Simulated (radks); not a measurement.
Task: The rubidium ion Rb3+, configuration [Ar] 3d10 4s2 4p3 6f1 (not the ground configuration). All-electron calculation, Dirac Kohn-Sham, PBE, spin-unpolarised, spherical densities, point nucleus; open shells fill j = l - 1/2 first. Program: a radial shooting solver on a logarithmic mesh with Libxc functionals. Some entries of the table are withheld. Estimate them.

| orbital | occ. | eigenvalue (hartree) | <r> (bohr) |
|---|---|---|---|
| 1s1/2 | 2 | -554.1205 | (1) |
| 2s1/2 | 2 | -75.58157 | 0.1775 |
| 2p1/2 | 2 | (2) | 0.1522 |
| 2p3/2 | 4 | (3) | 0.1563 |
| 3s1/2 | 2 | -12.73713 | 0.5099 |
| 3p1/2 | 2 | (4) | 0.5108 |
| 3p3/2 | 4 | (5) | 0.5212 |
| 3d3/2 | 4 | -5.64005 | (6) |
| 3d5/2 | 6 | -5.58269 | (7) |
| 4s1/2 | 2 | -2.75455 | (8) |
| 4p1/2 | 2 | (9) | 1.504 |
| 4p3/2 | 1 | (10) | 1.528 |
| 6f5/2 | 1 | -0.22192 | 10.63 |
| 6f7/2 | 0 | -0.22190 | 10.63 |

Result: 
(1) 1s1/2 <r> (bohr): 0.04029
(2) 2p1/2 eigenvalue (hartree): -68.72368
(3) 2p3/2 eigenvalue (hartree): -66.48918
(4) 3p1/2 eigenvalue (hartree): -10.27864
(5) 3p3/2 eigenvalue (hartree): -9.94216
(6) 3d3/2 <r> (bohr): 0.5205
(7) 3d5/2 <r> (bohr): 0.5242
(8) 4s1/2 <r> (bohr): 1.363
(9) 4p1/2 eigenvalue (hartree): -2.12549
(10) 4p3/2 eigenvalue (hartree): -2.08239
